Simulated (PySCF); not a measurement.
**Correlation energy of Al- (aluminium, charge -1)**

[Ne] 3s2 3p2, high-spin 3P determinant. Calculation: PySCF 2.14, in dyall-acv3z (19s12p6d4f, 113 functions); the non-relativistic Hamiltonian (point nucleus). Frozen: 1s2; 12 electrons correlated; the 18 highest virtual orbitals of each spin left out.

MP2 pair energies summed by pair of shells (mhartree):

```json
{"pair": "2p-2p", "energy": "-192.02", "share (%)": "56.5"}
{"pair": "2s-2p", "energy": "-63.01", "share (%)": "18.6"}
{"pair": "3s-3p", "energy": "-27.35", "share (%)": "8.1"}
{"pair": "3s-3s", "energy": "-17.73", "share (%)": "5.2"}
{"pair": "2p-3s", "energy": "-16.83", "share (%)": "5.0"}
{"pair": "2s-2s", "energy": "-9.86", "share (%)": "2.9"}
{"pair": "2p-3p", "energy": "-5.19", "share (%)": "1.5"}
{"pair": "3p-3p", "energy": "-5.01", "share (%)": "1.5"}
{"pair": "2s-3s", "energy": "-1.91", "share (%)": "0.6"}
{"pair": "2s-3p", "energy": "-0.74", "share (%)": "0.2"}
```

Total MP2 correlation energy: -339.64 mhartree.

Same-spin part -87.90 and opposite-spin part -251.74 mhartree; SCS-MP2 scales them by 1/3 and 6/5 to -331.39 mhartree.
